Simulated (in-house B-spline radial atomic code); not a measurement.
Configurations of Tm VII (Tm6+), with energies counted from [Kr] 4d10 (4f5/2)6 (4f7/2)5 5s2 (5p1/2)2 (5p3/2)2. Method: Dirac-Hartree-Fock, average of each configuration as written, Fermi nucleus of rms radius 5.2256 fm. Calculated with a radial B-spline atomic code at the basis-set limit. Energies include first-order Breit, QED and recoil terms.

Occupations are held fixed; configurations that lie above the ionisation limit could autoionise.

```json
{"configuration": "[Kr] 4d10 (4f5/2)3 (4f7/2)8 5s2 (5p1/2)2 (5p3/2)2", "E - E(ref) (eV)": "3.6683", "highest orbital": "4f5/2", "its <r> (bohr)": "0.6811"}
{"configuration": "[Kr] 4d10 (4f5/2)6 (4f7/2)5 5s2 (5p1/2)1 (5p3/2)3", "E - E(ref) (eV)": "7.3144", "highest orbital": "4f7/2", "its <r> (bohr)": "0.6877"}
{"configuration": "[Kr] 4d10 (4f5/2)3 (4f7/2)7 5s2 (5p1/2)2 (5p3/2)2 (5g9/2)1", "E - E(ref) (eV)": "77.592", "highest orbital": "5g9/2", "its <r> (bohr)": "3.848"}
{"configuration": "[Kr] 4d10 (4f5/2)5 (4f7/2)5 5s2 (5p1/2)1 (5p3/2)3 (8g7/2)1", "E - E(ref) (eV)": "99.324", "highest orbital": "8g7/2", "its <r> (bohr)": "12.08"}
{"configuration": "[Kr] 4d10 (4f5/2)3 (4f7/2)8 5s2 (5p3/2)3 (7d3/2)1", "E - E(ref) (eV)": "101.97", "highest orbital": "7d3/2", "its <r> (bohr)": "5.384"}
{"configuration": "[Kr] 4d10 (4f5/2)4 (4f7/2)7 5s2 (5p3/2)3 (8d5/2)1", "E - E(ref) (eV)": "109.76", "highest orbital": "8d5/2", "its <r> (bohr)": "7.856"}
```

Task: Order these further configurations by energy, lowest first.
A. [Kr] 4d10 (4f5/2)4 (4f7/2)7 5s2 (5p1/2)2 (5p3/2)2
B. [Kr] 4d10 (4f5/2)4 (4f7/2)7 5s2 (5p1/2)2 (5p3/2)1 9s1
C. [Kr] (4d3/2)3 (4d5/2)6 (4f5/2)6 (4f7/2)5 5s2 (5p1/2)2 (5p3/2)2 (5g9/2)1
D. [Kr] (4d3/2)3 (4d5/2)6 (4f5/2)5 (4f7/2)6 5s2 (5p3/2)4 9s1
E. [Kr] 4d10 (4f5/2)6 (4f7/2)4 5s2 (5p1/2)2 (5p3/2)2 9s1

Result: A (3.4403 eV), E (82.781 eV), B (95.779 eV), C (264.72 eV), D (291.68 eV).

Task: How far above the reference does [Kr] 4d10 (4f5/2)3 (4f7/2)8 5s2 (5p3/2)4 lie?

Result: 17.93 eV; its least bound orbital is 4f5/2 with <r> = 0.6757 bohr.

Task: How far above the reference does [Kr] 4d10 (4f5/2)2 (4f7/2)8 5s2 (5p1/2)2 (5p3/2)2 (7p1/2)1 lie?

Result: 72.177 eV; its least bound orbital is 7p1/2 with <r> = 4.409 bohr.
